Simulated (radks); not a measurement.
Values are calculated unless marked as measured or tabulated.
Problem. Species: Mn XIV. Configuration: [Ne] 3s2 (the NIST ground configuration). Level of theory: scalar-relativistic Kohn-Sham, PBEsol, spin-polarised, spherical densities, finite nucleus; Fermi nuclear charge, rms radius 3.7057 fm (a radial shooting solver on a logarithmic mesh with Libxc functionals). Some entries of the table are withheld. Estimate them.

orbital,occ.,eigenvalue (hartree),r(max) (bohr),<r^2> (bohr^2)
1s,2,-250.4736,0.03989,0.004990
2s,2,(1),0.2314,0.08995
2p,6,(2),(3),0.07258
3s,2,(4),0.6701,0.5887

Solution. 
(1) 2s eigenvalue (hartree): -41.01940
(2) 2p eigenvalue (hartree): -36.97301
(3) 2p r(max) (bohr): 0.1869
(4) 3s eigenvalue (hartree): -14.32065
